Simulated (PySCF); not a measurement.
K₂: frontier orbitals

PBE0 at R = 3.994 Å; basis K x2c-TZVPall; spin-free X2C with a Gaussian nucleus; PySCF 2.14. State: ³Πu (triplet), unpaired electrons σ ↑, π ↑, a second solution, started from another occupation. Only the outer orbitals are listed.

| spin | orbital | occ. | ε (eV) | main shells (%) |
| --- | --- | --- | --- | --- |
| α | σg | 1 | -20.83 | 100 p |
| α | πu | 1 | -20.80 | 100 p |
| α | πg | 1 | -20.79 | 100 p |
| α | σu | 1 | -20.75 | 100 p |
| α | πu | 1 | -20.73 | 100 p |
| α | πg | 1 | -20.72 | 100 p |
| α | σg | 1 | -3.40 | 91 s |
| α | πu | 1 | -1.63 | 90 p, 10 d |
| α | σu | 0 | -1.38 | 90 s, 10 p |
| α | πu | 0 | -0.42 | 93 p |
| α | σg | 0 | -0.17 | 76 p, 24 s |
| β | σg | 1 | -20.76 | 100 p |
| β | πu | 1 | -20.75 | 100 p |
| β | πg | 1 | -20.74 | 100 p |
| β | σu | 1 | -20.69 | 100 p |
| β | πu | 1 | -20.63 | 100 p |
| β | πg | 1 | -20.62 | 100 p |
| β | σg | 0 | -1.36 | 97 s |
| β | σu | 0 | -0.55 | 98 s |
| β | πu | 0 | 0.60 | 97 p |

Q: Which are the highest filled and the lowest empty level, where do they sit, and how wide is the gap?

A: Highest filled α πu at -1.63 eV (in %: 90 p, 10 d); lowest empty α σu at -1.38 eV (in %: 90 s, 10 p); the gap at PBE0 is 0.25 eV.

| Item | Value |
| --- | --- |
| bond order (Mayer) | 0.99 |
| ⟨S²⟩ | 2.000 |
